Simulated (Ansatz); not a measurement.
Relaxation of CH$_{6}$BrMgN (10 atoms, charge 0, multiplicity 1), to a largest force component of 0.03 eV/Å in at most 50 steps.

All numbers below come from RKS PBE/def2-SVP in Ansatz 0.2.0.

```xyz
10
Properties=species:S:1:pos:R:3
Mg 0.387 -0.268 0.092
N 1.147 1.530 -0.610
C -0.221 -2.146 0.805
H -0.999 2.327 -0.846
Br -2.488 2.243 -0.744
H 1.582 1.624 -1.536
H 1.597 2.220 0.003
H 0.580 -2.902 0.666
H -0.459 -2.112 1.890
H -1.127 -2.515 0.280
```

**Question.** Where does it end, and by what steps?

**Answer.** The forces met the threshold. After 14 steps the energy has fallen by 2.332 eV; H4 moved furthest, 1.30 Å. Parted: H4–Br5. Joined: Mg1–Br5, N2–H4.

```json
{"step": "0", "energy less start (eV)": "0.0000", "largest force component (eV/Å)": "1.177", "accepted": "yes"}
{"step": "1", "energy less start (eV)": "-0.2730", "largest force component (eV/Å)": "0.841", "accepted": "yes"}
{"step": "2", "energy less start (eV)": "-0.4643", "largest force component (eV/Å)": "1.425", "accepted": "yes"}
{"step": "3", "energy less start (eV)": "-0.6803", "largest force component (eV/Å)": "1.738", "accepted": "yes"}
{"step": "4", "energy less start (eV)": "-1.1321", "largest force component (eV/Å)": "1.195", "accepted": "yes"}
{"step": "5", "energy less start (eV)": "-1.3904", "largest force component (eV/Å)": "4.422", "accepted": "yes"}
{"step": "6", "energy less start (eV)": "-1.9051", "largest force component (eV/Å)": "1.068", "accepted": "yes"}
{"step": "7", "energy less start (eV)": "-2.1156", "largest force component (eV/Å)": "0.881", "accepted": "yes"}
{"step": "8", "energy less start (eV)": "-2.2384", "largest force component (eV/Å)": "0.719", "accepted": "yes"}
{"step": "9", "energy less start (eV)": "-2.2664", "largest force component (eV/Å)": "0.402", "accepted": "yes"}
{"step": "10", "energy less start (eV)": "-2.2959", "largest force component (eV/Å)": "0.228", "accepted": "yes"}
{"step": "11", "energy less start (eV)": "-2.3144", "largest force component (eV/Å)": "0.412", "accepted": "yes"}
{"step": "12", "energy less start (eV)": "-2.3285", "largest force component (eV/Å)": "0.164", "accepted": "yes"}
{"step": "13", "energy less start (eV)": "-2.3315", "largest force component (eV/Å)": "0.054", "accepted": "yes"}
{"step": "14", "energy less start (eV)": "-2.3320", "largest force component (eV/Å)": "0.019", "accepted": "yes"}
```

```xyz
10
Properties=species:S:1:pos:R:3
Mg -0.819 0.074 -0.004
N 0.818 1.460 -0.574
C -0.239 -1.831 0.686
H 0.301 2.305 -0.871
Br -2.566 1.694 -0.535
H 1.416 1.179 -1.364
H 1.463 1.752 0.175
H 0.794 -2.100 0.372
H -0.258 -1.893 1.797
H -0.909 -2.639 0.318
```

Time of the run: 38 s on 2 threads of Arm Neoverse V1 (shared host), peak memory 0.15 GiB.
